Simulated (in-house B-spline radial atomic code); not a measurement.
Eu²⁺. Computed with a B-spline radial atomic code. Model: non-relativistic spherical atom: semilocal Troullier-Martins pseudo-atom, one channel per l, against all electrons, high spin, G0W0 and RPA with empty states to l = 8, local potential for every l without a channel, a model core (radius 0 = none) keeps its share of the functional.

Without relativity these are model numbers for so heavy an element.

What the tables leave out is listed at the end.

The pseudopotential gives back the lowest level of each angular momentum of its own functional in the configuration it was made in; a second state of the same l is only approximately right. Exact exchange, RPA and GW see the smooth pseudo-orbitals and miss the exchange with the core, for which the functional's share stands in. The column with an uncorrelated core keeps all orbitals and exact exchange, and so separates missing core correlation from pseudisation. Only the three outermost levels and the lowest empty one were computed. RPA here is direct RPA, with no exchange kernel, and its energies carry an (l + 1/2)⁻⁴ tail. A hybrid on a potential with a model core restores only its own semilocal share of the core's exchange.

Command:
```bash
python run_psgw.py task.json out
```
Settings (lengths in bohr, energies in hartree):
```
Z                      63
electrons              61
configuration          [Xe] 4f7
generated_in           [Xe] 4f7
functional             pbe,pbe
core_shells            8
radius_factor          1.15
core_correction        False
```

Cost of the run: 65 s on 1 thread of Arm Neoverse N1 (shared host).

Given: made with PBE; model core radius 0 bohr; local radius 0.9 bohr; mean-field start PBE.

Valence shells of the generating configuration: 4d, 5s, 5p, 4f.

Channel: s 1.523, p 1.651, d 0.657, f 2.279 (radii in bohr).

Computed: largest level miss in the spin-unpolarised generating configuration 0 eV; valence RPA correlation energy pseudo -2.1765 hartree; all-electron RPA polarisability, core included 7.6297 bohr³; pseudo-atom RPA polarisability 7.5556 bohr³.

```json
{"level": "4f up", "occupied": "1", "mean-field all-electron (eV)": "-20.841", "mean-field pseudo minus all (eV)": "-1.149", "G0W0 all-electron (eV)": "-28.7", "G0W0 uncorrelated core minus all (eV)": "0.218", "G0W0 pseudo minus all (eV)": "1.8", "exchange self-energy all-electron (eV)": "-62.236", "exchange self-energy pseudo (eV)": "-41.06"}
{"level": "5p down", "occupied": "1", "mean-field all-electron (eV)": "-34.778", "mean-field pseudo minus all (eV)": "0.659", "G0W0 all-electron (eV)": "-40.957", "G0W0 uncorrelated core minus all (eV)": "-0.037", "G0W0 pseudo minus all (eV)": "-0.081", "exchange self-energy all-electron (eV)": "-25.93", "exchange self-energy pseudo (eV)": "-23.528"}
```

Task: What is the valence RPA correlation energy all-electron orbitals?

Result: -1.8546 hartree.

Given: mean-field start PBE0.

Computed: valence RPA correlation energy all-electron orbitals -1.7693 hartree; all-electron RPA polarisability, core included 6.7884 bohr³; pseudo-atom RPA polarisability 6.8047 bohr³.

| level | occupied | mean-field all-electron (eV) | mean-field pseudo minus all (eV) | G0W0 all-electron (eV) | G0W0 uncorrelated core minus all (eV) | G0W0 pseudo minus all (eV) | exchange self-energy all-electron (eV) | exchange self-energy pseudo (eV) |
| --- | --- | --- | --- | --- | --- | --- | --- | --- |
| 4f up | 1 | -23.773 | 0.134 | -29.115 | 0.226 | 2.045 | -62.799 | -41.154 |
| 5p down | 1 | -36.413 | 0.444 | -40.975 | -0.035 | -0.084 | -25.796 | -23.691 |
| 5d up (empty) | 0 | -13.152 | 0.011 | -10.411 | 0.014 | 0.272 | -7.6987 | -6.9073 |

Task: What is the valence RPA correlation energy pseudo?

Result: -2.0944 hartree.

Given: mean-field start Hartree-Fock.

Computed: valence RPA correlation energy all-electron orbitals -1.5656 hartree; valence RPA correlation energy pseudo -1.888 hartree; all-electron RPA polarisability, core included 5.4997 bohr³.

```csv
level,occupied,mean-field all-electron (eV),mean-field pseudo minus all (eV),G0W0 all-electron (eV),G0W0 uncorrelated core minus all (eV),G0W0 pseudo minus all (eV),exchange self-energy all-electron (eV),exchange self-energy pseudo (eV)
4f up,1,-32.046,4.251,-29.84,0.231,2.442,-64.259,-41.455
5p down,?,?,?,?,?,?,?,?
5p up,1,-42.958,-4.516,-43.448,-0.051,-2.769,-29.269,-33.844
6s up (empty),0,-9.9101,-0.212,-10.501,-0.002,-0.218,-1.3268,-1.3264
```

Task: What belongs in the row 5p down?

Result: occupied: 1; mean-field all-electron (eV): -39.957; mean-field pseudo minus all (eV): -0.135; G0W0 all-electron (eV): -40.959; G0W0 uncorrelated core minus all (eV): -0.028; G0W0 pseudo minus all (eV): 0.121; exchange self-energy all-electron (eV): -25.2; exchange self-energy pseudo (eV): -23.855.

Task: What is the pseudo-atom RPA polarisability?

Result: 5.386 bohr³.

Among the listed levels the largest G0W0 shift of the pseudo-atom is -2.77 eV, for 5p up on the Hartree-Fock start, while leaving the core uncorrelated moves that level by -0.05 eV. So pseudisation and the lost core exchange, not the missing core correlation, make the error. Not in the tables (levels of low weight, unsolved or above zero; the highest and the empty levels are kept at any weight): on PBE the G0W0 levels 5p up (pseudo minus all -1.55 eV, weights 0.07 and 0.67); on PBE0 the G0W0 levels 5p up (pseudo minus all -1.90 eV, weights 0.65 and 0.73).
